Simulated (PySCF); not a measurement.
The dipole of `C=C1C=CC[Si@@H]([SiH3])[SiH2]1` from its density and from atomic charges.

Coordinates (GFN2-xTB, Å) and charges (e) from the PBE0/pcSseg-1 density (PySCF):

```
atom       x       y       z  Mulliken      IAO  Hirshfeld  ESP-fitted
  C1  -3.038  -0.794  -0.076   -0.0874  -0.2912    -0.0904     -0.5627
  C2  -1.781  -0.346  -0.097   -0.4836  -0.2483    -0.0884     +0.2445
  C3  -1.155   0.065   1.153   -0.0769  -0.1669    -0.0626     -0.4117
  C4  -0.122   0.893   1.332   -0.1707  -0.1451    -0.0424     -0.0251
  C5   0.616   1.650   0.283   -0.4555  -0.5184    -0.1558     -0.4153
 Si6   1.276   0.453  -1.076   +0.0520  +0.3006    +0.1812     +0.2028
 Si7   2.874  -0.944  -0.138   +0.2711  +0.2967    +0.2108     +0.2238
 Si8  -0.786  -0.384  -1.717   +0.4855  +0.4525    +0.2370     +0.1768
  H9  -3.535  -1.129  -0.971   +0.1106  +0.1454    +0.0455     +0.2042
 H10  -3.627  -0.822   0.830   +0.1095  +0.1446    +0.0460     +0.2138
 H11  -1.617  -0.353   2.042   +0.0946  +0.1443    +0.0420     +0.1740
 H12   0.217   1.053   2.349   +0.1044  +0.1486    +0.0444     +0.1200
 H13   1.414   2.232   0.742   +0.1537  +0.1535    +0.0436     +0.1485
 H14  -0.058   2.360  -0.200   +0.1759  +0.1615    +0.0448     +0.1589
 H15   1.876   1.335  -2.102   -0.0146  -0.0918    -0.0799     -0.0889
 H16   2.328  -1.732   0.970   -0.0559  -0.0929    -0.0744     -0.0727
 H17   3.379  -1.900  -1.128   -0.0605  -0.0984    -0.0764     -0.0844
 H18   4.050  -0.250   0.398   -0.0585  -0.0946    -0.0720     -0.0648
 H19  -1.533   0.395  -2.719   -0.0436  -0.0965    -0.0731     -0.0620
 H20  -0.783  -1.773  -2.204   -0.0502  -0.1036    -0.0800     -0.0797
```

**Question.** Form Σ q r in debye for every column and set it beside the full dipole.

**Answer.** The full density gives (-0.10, 0.49, 0.31) D, 0.59 D in size; dipole vectors point from the negative to the positive end.

| scheme | μx | μy | μz | size (D) | share of the full size (%) | angle to the full dipole (°) |
| --- | --- | --- | --- | --- | --- | --- |
| Mulliken | 1.04 | -0.93 | -2.72 | 3.06 | 521 | 141 |
| IAO | 0.92 | -0.27 | -1.23 | 1.56 | 266 | 131 |
| Hirshfeld | 0.19 | 0.19 | -0.25 | 0.37 | 63 | 91 |
| ESP-fitted | -0.09 | 0.51 | 0.31 | 0.61 | 103 | 2 |

**Question.** Which set comes closest?

**Answer.** Length of the difference vector: ESP-fitted 0.03 D, Hirshfeld 0.70 D, IAO 2.00 D, Mulliken 3.53 D. Closest: ESP-fitted. ESP charges are fitted to the potential around the molecule, whose slowest-falling term is the dipole's. The schemes that divide the density aren't constrained to reproduce the dipole.

**Question.** What is left for the Hirshfeld atoms' own dipoles?

**Answer.** The shares of the density sum to the whole, so what Σ q r misses lies in dipoles about the nuclei. The atomic dipoles sum to (-0.10, 0.49, 0.31) − (0.19, 0.19, -0.25) = (-0.29, 0.30, 0.56) D, 0.70 D in size.

**Question.** With the origin at the mean of the coordinates, (0.000, 0.001, -0.116) Å, which are the largest single terms, by size, of the ESP-fitted dipole along the direction of the full one?

**Answer.** C5 -2.96, C3 -1.80, H14 +1.48, H13 +1.48, Si7 -1.39 D; all 20 atoms together +0.61 D. The single terms depend on the origin, their sum doesn't.

**Question.** Give the size of the full dipole in other units.

**Answer.** 0.59 D = 0.231 au = 0.122 e·Å = 1.96 × 10⁻³⁰ C·m.

Geometry: GFN2-xTB, one conformer, isolated molecule.
